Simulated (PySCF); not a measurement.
C3H5BFNO, SMILES CN1C=C(F)B1O. Coordinates come from a B3LYP-D3(BJ)/def2-SVP optimisation. The structure was generated by enumeration, and PubChem lists no compound with its InChIKey, so it may never have been made. The values are those of a single conformer.

Problem. Give the equilibrium geometry at B3LYP-D3(BJ)/def2-SVP (PySCF confirms it by a frequency run) as bond lengths and angles. (Estimate from the structure and the level; the computed values follow.)

Solution. Several could match; the one computed here: 
Atoms: C1 N2 C3 C4 F5 B6 O7 H8 H9 H10 H11 H12. Bonds (Å): C1–N2 1.452, C1–H8 1.111, C1–H9 1.103, C1–H10 1.102, N2–C3 1.467, N2–B6 1.482, C3–C4 1.348, C3–H11 1.095, C4–F5 1.329, C4–B6 1.577, B6–O7 1.340, O7–H12 0.967. Bond angles (°): N2–C1–H8 113.7, N2–C1–H9 110.8, N2–C1–H10 109.7, H8–C1–H9 107.6, H8–C1–H10 107.9, H9–C1–H10 106.9, C1–N2–C3 118.6, C1–N2–B6 123.8, C3–N2–B6 85.7, N2–C3–C4 99.2, N2–C3–H11 124.5, C4–C3–H11 136.0, C3–C4–F5 131.1, C3–C4–B6 86.2, F5–C4–B6 141.5, N2–B6–C4 89.0, N2–B6–O7 132.7, C4–B6–O7 138.3, B6–O7–H12 113.8.
